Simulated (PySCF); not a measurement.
C3H4BF3, SMILES C(/C)(=C/B(F)F)F.

Geometry optimised at PBE-D3(BJ)/def2-SVP. The structure was generated by enumeration; whether it is a known compound was not checked. The values are those of a single conformer.

The numbers are results of PBE/def2-TZVP (PySCF), not measurements.

Symmetry labels are those of the subgroup Cs that the program uses (full group Cs).

Computed valence orbital energies around the gap with their symmetry:
| orbital | symmetry | energy (eV) |
|---|---|---|
| HOMO−7 | A' | -11.26 |
| HOMO−6 | A" | -10.22 |
| HOMO−5 | A" | -10.16 |
| HOMO−4 | A' | -9.92 |
| HOMO−3 | A' | -9.61 |
| HOMO−2 | A' | -9.11 |
| HOMO−1 | A' | -8.88 |
| HOMO | A" | -6.83 |
| LUMO | A" | -2.30 |
| LUMO+1 | A' | 0.16 |
| LUMO+2 | A" | 1.04 |
| LUMO+3 | A' | 1.08 |
